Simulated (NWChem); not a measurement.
System: C5H5N; SMILES CC#CCC#N

```xyz
11

C      2.9197    -0.1583     0.1803
C      1.4835    -0.3586     0.0841
C      0.2864    -0.5203     0.0064
C     -1.1574    -0.7226    -0.0860
C     -1.9236     0.5258    -0.1113
N     -2.5400     1.5039    -0.1322
H      3.1699     0.4962     1.0296
H      3.3171     0.3083    -0.7343
H      3.4433    -1.1158     0.3263
H     -1.5178    -1.3257     0.7658
H     -1.4097    -1.2952    -0.9956
```
Atoms are numbered in this order, from 1.

All runs: NWChem. All runs use the structure optimised with PBE0/def2-SVP. Atomic charges in e: unrestrained fits to the electrostatic potential beside Mulliken populations; buried atoms are poorly determined by the fit.

Task: What does the run give for B3LYP/def2-SVP? Quantities: ESP C1; Mulliken C1; ESP C2; Mulliken C2; ESP C3; Mulliken C3; ESP C4; Mulliken C4; ESP C5; Mulliken C5; relative RMS misfit of the potential (%).

Result: ESP C1: 0.08
Mulliken C1: 0.07
ESP C2: -0.08
Mulliken C2: -0.18
ESP C3: -0.24
Mulliken C3: -0.12
ESP C4: 0.28
Mulliken C4: 0.19
ESP C5: 0.25
Mulliken C5: -0.27
relative RMS misfit of the potential (%): 24
